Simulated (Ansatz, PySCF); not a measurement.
Gas-phase reaction (SMILES): O[SiH](O)O [trihydroxysilane] -> O[Si-](O)O + H+; deprotonation at the site shown.

Each molecule is optimised on its own at B3LYP-D3(BJ)/def2-TZVP (Ansatz, a quantum-chemistry and plane-wave program), one conformer each, not searched for the lowest. Cores are frozen in the correlated levels unless marked. No spin-orbit coupling. Non-relativistic. Basis-set limits of correlation are two-point, X^-3; Hartree-Fock from the larger set. Anions need diffuse functions, of which def2-TZVPD holds fewer than the aug- sets. Thermal terms are rigid-rotor harmonic-oscillator values from B3LYP-D3(BJ) frequencies (Ansatz or PySCF) at 298.15 K and 1 atm. 1 Eh = 627.5095 kcal/mol. The proton has no electrons: its energy is zero and its thermal terms are those of translation.

| species | E, CCSD(T)/CBS(aug-cc-pV(T+d)Z,aug-cc-pV(Q+d)Z) (Ansatz) (Eh) | E, r2SCAN-D4/def2-TZVPD (Ansatz + dftd4) (Eh) | H - E (Eh) |
|---|---|---|---|
| O[SiH](O)O | -517.15971 | -517.71215 | 0.05830 |
| O[Si-](O)O | -516.54287 | -517.09597 | 0.04701 |
| H+ | 0.00000 | 0.00000 | 0.00236 |

Q: Work out ΔE and ΔH at 298.15 K at the first level, then ΔH at the second.

A: 
1. ΔE = [(-516.54287) + (0.00000)] - [(-517.15971)] = 0.61684 Eh = 387.1 kcal/mol at CCSD(T)/CBS(aug-cc-pV(T+d)Z,aug-cc-pV(Q+d)Z).
2. The terms H - E add up to -0.00893 Eh, so ΔH = (0.61684 + (-0.00893))×627.5095 = 381.5 kcal/mol.
3. At r2SCAN-D4/def2-TZVPD the same steps give ΔE = 386.7 and ΔH = 381.1 kcal/mol, a shift of -0.4 from the first level.
4. These values are not checked against measurement here, since the tables used lack a sound gas-phase enthalpy of formation for at least one species, or one in the same ion convention.
